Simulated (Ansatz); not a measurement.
Reaction (redistribution): `[NH2][GeH2][NH2]` + `NCN[SiH3]` → `N[CH2][GeH2][NH2]` + `NN[SiH3]`

Program: Ansatz. Geometries: PBE0-D4/def2-TZVP. ΔE: electronic, gas phase. CCSD(T)/CBS adds triple-zeta CCSD(T) − MP2 to the extrapolated MP2 energy (def2 sets, frozen cores). Functionals use def2-TZVPP. For Ge outer-core shells are correlated without core-valence functions, which leaves a few kJ/mol of doubt a bond. Scalar relativity is left out up to krypton. Each species was taken in one conformer, which may not be the lowest.

CCSD(T)/CBS gives +162.9 kJ/mol.

Q: Another level gave +168.4 kJ/mol. Which?
A. SCS-MP2/def2-TZVPP
B. PBE0/def2-TZVPP
C. B2PLYP/def2-TZVPP
D. PBE-D4/def2-TZVPP

A: A. SCS-MP2/def2-TZVPP 168.4, PBE0 153.9, B2PLYP 162.0, PBE-D4 148.5 kJ/mol.

Largest T1 diagnostic among the species: 0.010.

From PBE to PBE0 (25 % exact exchange), in def2-TZVPP and without D4, ΔE moves by +5.9 kJ/mol.
